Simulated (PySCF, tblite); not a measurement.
Species: C₃H₁₀F₃NSi₂.
Structure used (GFN2-xTB), in Å, numbered top down from 1:
```
atom  x, y, z in Å
F1     3.649   -1.250    0.104
C2     2.900   -0.428    0.864
F3     2.303   -1.221    1.784
F4     3.772    0.336    1.552
Si5    1.640    0.635   -0.157
N6     0.384   -0.478   -0.450
C7    -0.815   -0.137   -1.185
C8    -1.828    0.656   -0.362
Si9   -2.404   -0.228    1.226
H10    1.400    1.817    0.680
H11    2.298    0.989   -1.411
H12    0.216   -1.218    0.218
H13   -0.503    0.451   -2.053
H14   -1.277   -1.059   -1.547
H15   -1.384    1.620   -0.105
H16   -2.688    0.868   -0.998
H17   -3.493    0.553    1.812
H18   -1.300   -0.329    2.181
H19   -2.880   -1.568    0.868
```

Theory: PBE0/pcSseg-1 in PySCF (dipole) on a GFN2-xTB geometry, gas phase.

Take the most abundant isotopes and a rigid rotor. The values belong to one conformer with, in the numbering `[F:1][C:2]([F:3])([F:4])[SiH2:5][NH:6][CH2:7][CH2:8][SiH3:9]`, C2–Si5–N6–C7 179°, Si5–N6–C7–C8 -78°, N6–C7–C8–Si9 -58°.

(1) What are A, B and C (MHz)?

(2) What kind of rotor is it?

(3) Is it planar, by Δ = Ic − Ia − Ib?

(4) Where do the levels up to J = 4 lie, in MHz?

(5) Which types of transition are allowed, and where do some lines up to J = 2 fall?

Answers

(1) Ia = 239.37, Ib = 989.32, Ic = 1077.22 u·Å²; 505379 MHz·u·Å²/I gives A = 2111, B = 510.8, C = 469.2 MHz.

(2) A near-prolate asymmetric top. Ray's parameter κ = (2B − A − C)/(A − C) = -0.949; −1 is the prolate and +1 the oblate limit.

(3) Not planar: Δ = Ic − Ia − Ib = -151.48 u·Å². For a rigid frame Δ = −2 Σ m c², so Σ m c² = 75.74 u·Å² lies off the ab plane: 13.04 from hydrogen and 62.70 from heavier atoms. The atom farthest from that plane is 1.98 Å away.

(4) Above 0(0,0):
J = 1: 1(0,1) 980, 1(1,1) 2580, 1(1,0) 2622
J = 2: 2(0,2) 2939, 2(1,2) 4499, 2(1,1) 4624, 2(2,1) 9425, 2(2,0) 9426
J = 3: 3(0,3) 5876, 3(1,3) 7376, 3(1,2) 7626, 3(2,2) 12365, 3(2,1) 12369, 3(3,1) 20472, 3(3,0) 20472
J = 4: 4(0,4) 9788, 4(1,4) 11211, 4(1,3) 11627, 4(2,3) 16284, 4(2,2) 16296, 4(3,2) 24393, 4(3,1) 24393, 4(4,1) 35741, 4(4,0) 35741

(5) The dipole components are |μa| = 3.05 D, |μb| = 1.45 D, |μc| = 0.47 D. Intensities carry the squares of the components, which stand as 1.00 : 0.22 : 0.02 (a : b : c). Some lines, for components of 0.1 D or more:

```json
{"type": "b", "branch": "R", "J(Ka,Kc)": "2(0,2) ← 1(1,1)", "MHz": "359", "lower level (cm⁻¹)": "0.086"}
{"type": "a", "branch": "R", "J(Ka,Kc)": "1(0,1) ← 0(0,0)", "MHz": "980", "lower level (cm⁻¹)": "0.000"}
{"type": "c", "branch": "Q", "J(Ka,Kc)": "2(1,2) ← 2(0,2)", "MHz": "1560", "lower level (cm⁻¹)": "0.098"}
{"type": "c", "branch": "Q", "J(Ka,Kc)": "1(1,1) ← 1(0,1)", "MHz": "1600", "lower level (cm⁻¹)": "0.033"}
{"type": "b", "branch": "Q", "J(Ka,Kc)": "1(1,0) ← 1(0,1)", "MHz": "1642", "lower level (cm⁻¹)": "0.033"}
{"type": "b", "branch": "Q", "J(Ka,Kc)": "2(1,1) ← 2(0,2)", "MHz": "1685", "lower level (cm⁻¹)": "0.098"}
{"type": "a", "branch": "R", "J(Ka,Kc)": "2(1,2) ← 1(1,1)", "MHz": "1918", "lower level (cm⁻¹)": "0.086"}
{"type": "a", "branch": "R", "J(Ka,Kc)": "2(0,2) ← 1(0,1)", "MHz": "1959", "lower level (cm⁻¹)": "0.033"}
{"type": "a", "branch": "R", "J(Ka,Kc)": "2(1,1) ← 1(1,0)", "MHz": "2002", "lower level (cm⁻¹)": "0.087"}
{"type": "b", "branch": "R", "J(Ka,Kc)": "1(1,1) ← 0(0,0)", "MHz": "2580", "lower level (cm⁻¹)": "0.000"}
{"type": "c", "branch": "R", "J(Ka,Kc)": "1(1,0) ← 0(0,0)", "MHz": "2622", "lower level (cm⁻¹)": "0.000"}
{"type": "b", "branch": "R", "J(Ka,Kc)": "2(1,2) ← 1(0,1)", "MHz": "3519", "lower level (cm⁻¹)": "0.033"}
{"type": "c", "branch": "R", "J(Ka,Kc)": "2(1,1) ← 1(0,1)", "MHz": "3644", "lower level (cm⁻¹)": "0.033"}
{"type": "c", "branch": "Q", "J(Ka,Kc)": "2(2,1) ← 2(1,1)", "MHz": "4801", "lower level (cm⁻¹)": "0.154"}
{"type": "b", "branch": "Q", "J(Ka,Kc)": "2(2,0) ← 2(1,1)", "MHz": "4802", "lower level (cm⁻¹)": "0.154"}
{"type": "b", "branch": "Q", "J(Ka,Kc)": "2(2,1) ← 2(1,2)", "MHz": "4926", "lower level (cm⁻¹)": "0.150"}
{"type": "b", "branch": "R", "J(Ka,Kc)": "2(2,1) ← 1(1,0)", "MHz": "6803", "lower level (cm⁻¹)": "0.087"}
{"type": "c", "branch": "R", "J(Ka,Kc)": "2(2,0) ← 1(1,0)", "MHz": "6804", "lower level (cm⁻¹)": "0.087"}
{"type": "c", "branch": "R", "J(Ka,Kc)": "2(2,1) ← 1(1,1)", "MHz": "6845", "lower level (cm⁻¹)": "0.086"}
{"type": "b", "branch": "R", "J(Ka,Kc)": "2(2,0) ← 1(1,1)", "MHz": "6845", "lower level (cm⁻¹)": "0.086"}
```

Its lowest GFN2-xTB frequency is 14 cm⁻¹, too small to tell a flat minimum from a shallow saddle. Zero-point vibration and centrifugal distortion are left out. A rigid rotor knows nothing of inversion at nitrogen or internal rotation, which can split or shift real lines. Quadrupole hyperfine structure (14N) is left out.

The run took 48 s wall on Arm Neoverse V1, one thread, shared host with 32 logical CPUs at a one-minute load of 25, and the process peaked at 0.96 GiB of memory. This is the PBE0/pcSseg-1 job that gave the dipole, with the shieldings it also computed.
